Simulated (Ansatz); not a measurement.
Reactions of CH4F2Si (`FC(F)[SiH3]`).

Computed with Ansatz on PBE0-D4/def2-TZVP structures; ΔE is electronic, products minus reactants. CBS: MP2 limit from def2 TZ/QZ plus the TZ coupled-cluster correction, frozen cores. This one scheme is used for every species. Functionals use def2-TZVPP. B3LYP here is the variant with VWN-RPA as its local correlation; programs differ in this. For Ge outer-core shells are correlated without core-valence functions, which leaves a few kJ/mol of doubt a bond. Scalar relativity is left out up to krypton. One conformer a species, not always the lowest.

```
                                                                    reaction  B2PLYP (kJ/mol)  B3LYP-D4 (kJ/mol)  ωB97X-V (kJ/mol)  CCSD(T)/CBS(def2) (kJ/mol)
               `FC(F)[SiH3]` + `N=C(O)[SiH3]` → `N=C([SiH3])O[SiH3]` + `FCF`             -117               -115              -112                        -117
                                 `FC(F)[SiH3]` + `SS` → `FC([SiH3])SS` + H–F              -28                -33               -27                         -45
                       `FC(F)[SiH3]` + `CC(=N)O` → `C/C(O)=N\[SiH3]` + `FCF`              -81                -80               -75                         -79
                                       `FC(F)[SiH3]` + H₂ → `FC[SiH3]` + H–F              -78                -73               -71                         -86
`FC(F)[SiH3]` + `C[CH]1[AlH][SiH2]1` → `C[SiH2]C(F)F` + `[CH2]1[AlH][SiH2]1`              -57                -57               -58                         -58
                                   `FC(F)[SiH3]` + `OCF` → `FCOC(F)F` + SiH₄              -12                 -9               -16                          -9
                         `FC(F)[SiH3]` + `C[SiH2]O` → `C[SiH2]OC(F)F` + SiH₄              -18                -18               -23                         -15
                   `FC(F)[SiH3]` + `FBN[SiH3]` → `FBN([SiH3])[SiH3]` + `FCF`              -76                -75               -75                         -81
                                   `FC(F)[SiH3]` + H₂S → `FC([SiH3])S` + H–F              -17                -18               -14                         -30
      `FC(F)[SiH3]` + `[OH][GeH2][SiH3]` → `[OH][GeH]([SiH3])[SiH3]` + `FCF`              -50                -53               -49                         -54
```

Largest T1 diagnostic: 0.014, for `N=C(O)[SiH3]`.
